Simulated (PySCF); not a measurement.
**Computed spin Hamiltonian**

C₂H₆FNSi (charge +1 and doublet state).
Cartesian coordinates in Å at the GFN2-xTB level; atoms count from 1:
```
atom  x, y, z in Å
C1     1.9568    0.3841   -0.0356
C2     0.9517   -0.2830   -0.5147
Si3   -0.7144   -0.5017    0.5335
N4    -1.9540    0.2762   -0.3207
F5    -0.4442    0.3523    1.8428
H6     2.8747    0.5085   -0.6077
H7     1.9883    0.8639    0.9337
H8     0.8864   -0.7768   -1.4709
H9    -0.8083   -1.9208    0.8074
H10   -2.3472   -0.0340   -1.1968
H11   -2.3845    1.1339    0.0030
```

The hyperfine couplings belong to this conformer and change with its torsions.

Identity: `C=C[Si@H]([NH2+])F` [radical] (charge +1).

Method: PySCF, UKS B3LYP, pcH-1 on C F H N Si, non-relativistic, mean-field spin-orbit, GIAO. One conformer (not necessarily the lowest) at the GFN2-xTB geometry, without solvent, vibrations or thermal averaging. The geometry wasn't refined by DFT: couplings that depend on bond lengths, twists or pyramidal angles can differ widely from those at the functional's own minimum, by a factor of two or more for some ions and for spin on atoms past the first row. No stability test was run, so a lower SCF solution isn't excluded.

* g1, g2, g3: 2.00240, 2.00365, 2.00463
* g_iso: 2.00356
* Form of g: rhombic: the two nearest values differ by 44 % of g3 − g1
* ⟨S²⟩: 0.7571 (exact 0.7500)
* α and β electrons: 24, 23
* HOMO–LUMO gap, α and β orbitals: 7.76, 1.94 eV

Isotropic coupling and dipolar principal values T1 to T3, in 10⁻⁴ cm⁻¹; ρ(0) is the spin density at the nucleus (1 × 10⁻⁴ cm⁻¹ = 2.998 MHz):

```tsv
atom	isotope	a_iso	of which spin–orbit	T1	T2	T3	Mulliken spin population	ρ(0) (bohr⁻³)
C1	13C	-2.0	0.0	-4.3	-2.1	6.4	0.04	-0.0054
C2	13C	17.9	0.0	-10.5	-10.0	20.5	0.31	0.0477
Si3	29Si	21.6	0.0	-4.6	2.0	2.7	-0.01	-0.0728
N4	14N	7.4	0.0	-8.2	-8.2	16.4	0.52	0.0690
F5	19F	-3.1	0.2	-6.4	-4.9	11.3	0.01	-0.0023
H6	1H	43.2	0.0	-2.3	-1.6	3.9	0.05	0.0290
H7	1H	19.6	0.0	-2.2	-1.4	3.6	0.02	0.0132
H8	1H	23.8	0.0	-4.5	-1.5	6.0	0.02	0.0160
H9	1H	50.8	0.0	-1.0	-0.7	1.7	0.08	0.0341
H10	1H	-11.3	0.0	-9.4	-2.2	11.7	-0.02	-0.0076
H11	1H	-11.3	0.0	-9.5	-2.2	11.8	-0.02	-0.0076
```

Largest spin populations (Mulliken): N4 (+0.52), C2 (+0.31) and H9 (+0.08). The angles at N4 add up to 360.0°, so it is planar.

N4, the radical centre as drawn in `C=C[Si@H]([NH2+])F`, holds a spin population of +0.52 out of 1.

Axes: g2 points within 3° of the Si3–N4 bond.

Under fast tumbling the dipolar parts average out, and these isotropic splittings remain (the largest six): 1 × 1H (H9, I = 1/2, 2 lines) with 5.43 mT, 1 × 1H (H6, I = 1/2, 2 lines) with 4.62 mT, 1 × 1H (H8, I = 1/2, 2 lines) with 2.55 mT, 1 × 1H (H7, I = 1/2, 2 lines) with 2.10 mT, 1 × 1H (H10, I = 1/2, 2 lines) with 1.21 mT and 1 × 1H (H11, I = 1/2, 2 lines) with 1.21 mT.

H10 and H11 aren't averaged: N4 is flat or nearly so (angle sum 360°), and its turn about the short N4–Si3 bond (1.69 Å) is taken as slow.

The 13C coupling of C2 (53.6 MHz) shows only in satellite lines or after enrichment, since that isotope makes up about 1.07 % of natural carbon.

The 29Si coupling of Si3 (64.6 MHz) shows only in satellite lines or after enrichment, since that isotope makes up about 4.7 % of natural silicon.

The spin density at the nucleus, in bohr⁻³, is negative for Si3 (-0.0728), H10 (-0.0076) and H11 (-0.0076), for instance. A restricted open-shell determinant has no negative spin density anywhere; here it arises because α and β orbitals differ (spin polarisation).
